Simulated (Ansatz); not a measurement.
Al3Ni⁺. Total charge 1; triplet. Geometry r2SCAN-D4/def2-SVP, that of the neutral doublet; atoms count from 1.

```xyz
4

Ni   -0.066    0.334    1.151
Al    0.503   -1.503    0.049
Al   -1.478    0.165   -0.550
Al    1.041    1.004   -0.650
```

At PBE0-D4/def2-TZVP a singlet of charge 1 lies 1.03 eV below the triplet at the same geometry. The structure comes from a short search, and lower isomers may exist.

Problem. Estimate the Mulliken populations from the PBE0/def2-TZVP orbitals of Ansatz.

Solution. 
```
atom  charge (e)  spin (α − β)  d electrons
 Ni1        0.06          0.43         9.12
 Al2        0.31          0.53            –
 Al3        0.31          0.53            –
 Al4        0.31          0.52            –
```
Mulliken values depend strongly on the basis.

Problem. Where does the spin sit?

Solution. Summed by element: Ni 0.43, Al 1.57, of 2 unpaired in all. Largest on single atoms: Al2 0.53, Al3 0.53, Al4 0.52.

Problem. And the Mayer bond orders between heavy atoms (over 0.3)?

Solution. Ni1–Al2 0.90 (2.22 Å); Ni1–Al3 0.90 (2.22 Å); Ni1–Al4 0.89 (2.22 Å); Al2–Al3 0.56 (2.66 Å); Al2–Al4 0.57 (2.66 Å); Al3–Al4 0.57 (2.66 Å).
